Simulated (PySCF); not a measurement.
## Working out the ionisation energy of Ta⁺

Ta⁺ [Xe] 4f14 5d3 6s1 (5F) → Ta²⁺ [Xe] 4f14 5d3 (4F). Computed with PySCF 2.14 in aug-cc-pVTZ-PP with ECP60MDF (6s6p5d3f2g, 88 functions), with a scalar-relativistic core potential. Frozen: 5s2 5p6. Energies in hartree (1 hartree = 27.21139 eV):

```json
{"part": "UHF", "Ta⁺ (lower)": "-56.534457", "Ta²⁺ (upper)": "-56.012887"}
{"part": "MP2 opposite-spin", "Ta⁺ (lower)": "0.000000", "Ta²⁺ (upper)": "0.000000"}
{"part": "MP2 same-spin", "Ta⁺ (lower)": "-0.027329", "Ta²⁺ (upper)": "-0.013803"}
```

Problem. What does Hartree-Fock give?

Solution. (-56.012887) − (-56.534457) = 0.521570 hartree = 14.193 eV.

Problem. What do MP2 and SCS-MP2 (6/5 opposite-spin, 1/3 same-spin) give?

Solution. The opposite-spin parts differ by 0.000 eV and the same-spin parts by 0.368 eV. MP2: 14.193 + (0.000) + (0.368) = 14.561 eV. SCS-MP2: 14.193 + 1.2 × (0.000) + (0.368)/3 = 14.316 eV.

Reference: 16.2 ± 0.5 eV (semi-empirical (NIST evaluation); NIST Atomic Spectra Database, ionization energies), between the lowest levels; spin-orbit coupling is absent from the calculation.

What remains against the reference includes basis incompleteness, the frozen core and correlation beyond second order.
